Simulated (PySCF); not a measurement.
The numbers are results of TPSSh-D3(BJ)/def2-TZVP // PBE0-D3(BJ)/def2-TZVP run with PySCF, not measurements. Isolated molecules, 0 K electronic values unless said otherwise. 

Reference species (SMILES): `[N]=C` (neutral, multiplicity 2).

```
Item            Value
-------------  ------
dipole moment  2.45 D
```

Changed species: `[H]/[C]=N\[H]` (H atom removed from C1; the reference has H atom removed from N2).

### Question
Predict the effect on the dipole moment.

### Answer
the dipole moment drops by 0.25 D, to 2.20 D.
